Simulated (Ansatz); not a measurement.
A nudged elastic band was laid between two geometries of Cl3HInO (6 atoms, charge 0, multiplicity 2).

Computed with Ansatz 0.2.0, UKS PBE/def2-SVP.

- movable images: 5
- climbing image: yes
- spring: 5.0 eV/Å²
- optimiser: quadratic models (default)
- start path: through a guess of the saddle point
- force threshold: 0.05 eV/Å
- iteration limit: 60
- end points: relaxed

Initial state:

```xyz
6
Properties=species:S:1:pos:R:3
In -0.036 -0.099 0.926
Cl 0.978 -1.730 2.522
Cl 1.478 1.026 -0.458
Cl -2.221 -0.682 0.286
O 0.021 0.554 3.001
H -0.735 0.130 3.471
```

Final state:

```xyz
6
Properties=species:S:1:pos:R:3
In -0.491 0.754 -0.027
Cl 0.866 -0.026 2.361
Cl 1.778 -0.145 -0.384
Cl -2.366 -0.772 -0.113
O 0.091 0.121 3.927
H -0.393 -0.733 3.983
```

(1) What changes between the two ends?

(2) What energy profile does the band end with?

(3) What is the geometry of the highest image?

Results:

(1) Bonds broken: In1–O5. Bonds formed: Cl2–O5.

(2) The forces met the threshold. The highest image is number 5 of 0 to 6, 41.5 kcal/mol above the first end and 0.1 kcal/mol above the last; the last end lies 41.4 kcal/mol above the first. The top lies less than 8 meV above the higher end, about what the thresholds resolve: that end is a shoulder or a very shallow well. A vibrational analysis at the climbing image gives one clearly imaginary mode, 42i cm⁻¹: a first-order saddle point.

```tsv
image	path coordinate (Å)	energy (kcal/mol)	In1–O5 (Å)	Cl2–O5 (Å)
0	0.00	0.0	2.18	2.52
1	1.03	4.3	2.19	2.47
2	2.05	11.8	2.25	2.45
3	3.08	26.2	3.11	2.46
4	4.10	40.0	3.95	2.27
5	5.13	41.5	3.92	1.75
6	5.83	41.4	4.05	1.75
```

(3) 
```xyz
6
Properties=species:S:1:pos:R:3
In -0.495 0.652 -0.048
Cl 0.908 0.119 2.353
Cl 1.872 0.078 -0.444
Cl -2.148 -1.070 0.396
O -0.049 0.111 3.814
H -0.603 -0.691 3.675
```

The run took 9.1 min on 4 threads of Arm Neoverse V1, with other jobs on the host, peak memory 0.24 GiB.
